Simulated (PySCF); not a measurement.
A calculated (B3LYP, PySCF 2.14, pcseg-2, no relativity, point nucleus) atom or ion has these occupied shells.

```csv
shell,electrons,orbital energy (eV),"rms radius, mean of both spins (bohr)"
1s α,1,-6407.6,0.0713
1s β,1,-6407.5,0.0713
2s α,1,-744.67,0.307
2s β,1,-742.27,0.307
2p α,3,-637.67,0.275
2p β,3,-635.66,0.275
3s α,1,-90.230,0.926
3s β,1,-84.229,0.926
3p α,3,-59.348,0.991
3p β,3,-53.002,0.991
3d α,5,-10.130,1.34
4s α,1,-5.894,3.44
4s β,1,-5.086,3.44
```

Problem. Name the element and its charge.

Solution. Mn (manganese, neutral), in [Ar] 3d5 4s2, high-spin 6S determinant.
